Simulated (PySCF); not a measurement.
TPSSh on P⁻ (phosphorus, charge -1), [Ne] 3s2 3p4, high-spin 3P determinant. All numbers are calculated (PySCF 2.14, the non-relativistic Hamiltonian (point nucleus), in aug-cc-pV(T+d)Z with one added diffuse shell each of s, p, d, f type (7s6p5d3f, 71 functions)).

```
cycle= 1 E= -341.314445198037  delta_E= -0.00623  |g|= 0.0327  |ddm|= 0.213
cycle= 2 E= -341.31282453387  delta_E= 0.00162  |g|= 0.0488  |ddm|= 0.273
cycle= 3 E= -341.316021231453  delta_E= -0.0032  |g|= 0.00993  |ddm|= 0.202
cycle= 4 E= -341.316170608447  delta_E= -0.000149  |g|= 0.00471  |ddm|= 0.0379
cycle= 5 E= -341.316227679895  delta_E= -5.71e-05  |g|= 0.000469  |ddm|= 0.0374
cycle= 6 E= -341.316228720523  delta_E= -1.04e-06  |g|= 4.12e-05  |ddm|= 0.00719
cycle= 7 E= -341.316228735996  delta_E= -1.55e-08  |g|= 3.67e-06  |ddm|= 0.00093
cycle= 8 E= -341.316228736036  delta_E= -4.04e-11  |g|= 1.1e-06  |ddm|= 4.64e-05
converged SCF energy = -341.316228736036  <S^2> = 2.0189707  2S+1 = 3.0126206
```

Highest occupied orbital energy: 1.342 eV; ⟨L²⟩ = 2.06; populations by l: s 6.00, p 10.00, d 0.00, f 0.00.

Problem. Can this result be used?

Solution. With care. Self-consistency was reached. At TPSSh the highest occupied level has a positive energy, so only the finite basis holds that electron; in a semilocal or global hybrid functional this comes from self-interaction and does not mean that the real anion is unbound.
